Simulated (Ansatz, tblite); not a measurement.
Cost and result up the ladder for Au3⁺ (3 atoms). The state is a singlet with charge 1. Geometry: PBE0-D4/def2-TZVP.

```xyz
3

Au    0.9712    0.1865   -1.1599
Au   -0.9511   -1.1911    0.0137
Au   -0.0201    1.0046    1.1463
```

Ansatz on 4 threads of Arm Neoverse V1 on a shared host; xTB runs through tblite on one thread. Times are rough, summed over both states, and most runs start from the orbitals of an earlier one. CCSD(T)/def2-TZVP serves as the yardstick here, not as an exact answer. The other state is a quintet at its own geometry, which has other bonds, so the gap mixes isomer and spin.

In the def2 sets Au takes a core potential; there is no spin–orbit coupling. The xTB rows come from tblite. B3LYP takes the VWN-RPA correlation. HSE06 is defined as in plane-wave codes, on full-range PBE exchange. Correlated methods freeze no core orbitals; core or outer-core shells of Au are correlated, in sets that lack core-valence functions. At PBE0-D4/def2-TZVP a singlet of charge 1 lies 5.14 eV below the quintet, each at its own geometry. The structure comes from a short search, and lower isomers may exist.

Second-order perturbation terms are unreliable where d shells bring near-degenerate states, and here PBE-QIDH/def2-TZVP lies more than 0.4 eV from the median of the functionals without such a term.

Correlated methods converge slowly with the basis.

xTB has no spin-polarisation term.

```json
{"level": "HF/def2-TZVP", "functions": "120", "quintet − singlet (eV)": "5.08", "difference from CCSD(T)/def2-TZVP (eV)": "-0.20"}
{"level": "HSE06-D4/def2-TZVP (with forces)", "functions": "120", "quintet − singlet (eV)": "5.13", "difference from CCSD(T)/def2-TZVP (eV)": "-0.15"}
{"level": "PBE0-D4/def2-TZVP", "functions": "120", "quintet − singlet (eV)": "5.14", "difference from CCSD(T)/def2-TZVP (eV)": "-0.13"}
{"level": "r2SCAN-D4/def2-TZVP", "functions": "120", "quintet − singlet (eV)": "4.81", "difference from CCSD(T)/def2-TZVP (eV)": "-0.47"}
{"level": "GFN1-xTB", "functions": "27", "quintet − singlet (eV)": "2.85", "difference from CCSD(T)/def2-TZVP (eV)": "-2.42"}
{"level": "PBE-QIDH/def2-TZVP", "functions": "120", "quintet − singlet (eV)": "5.54", "difference from CCSD(T)/def2-TZVP (eV)": "0.26"}
{"level": "GFN2-xTB", "functions": "27", "quintet − singlet (eV)": "8.03", "difference from CCSD(T)/def2-TZVP (eV)": "2.76"}
{"level": "PBE-D4/def2-TZVP", "functions": "120", "quintet − singlet (eV)": "4.83", "difference from CCSD(T)/def2-TZVP (eV)": "-0.45"}
{"level": "CCSD(T)/def2-TZVP", "functions": "120", "quintet − singlet (eV)": "5.28", "difference from CCSD(T)/def2-TZVP (eV)": "0.00"}
{"level": "RPA@PBE/def2-TZVP", "functions": "120", "quintet − singlet (eV)": "4.43", "difference from CCSD(T)/def2-TZVP (eV)": "-0.85"}
{"level": "B3LYP-D4/def2-TZVP", "functions": "120", "quintet − singlet (eV)": "4.95", "difference from CCSD(T)/def2-TZVP (eV)": "-0.32"}
```

Task: Estimate how long each takes.

Result: GFN2-xTB 0.005 s; GFN1-xTB 0.007 s; HF/def2-TZVP 2.5 s; PBE-D4/def2-TZVP 3.8 s; B3LYP-D4/def2-TZVP 5.3 s; HSE06-D4/def2-TZVP (with forces) 5.9 s; RPA@PBE/def2-TZVP 7.8 s; r2SCAN-D4/def2-TZVP 8 s; PBE0-D4/def2-TZVP 8.9 s; PBE-QIDH/def2-TZVP 9.7 s; CCSD(T)/def2-TZVP 82 s. On shared hardware such times vary by a factor of up to 3.
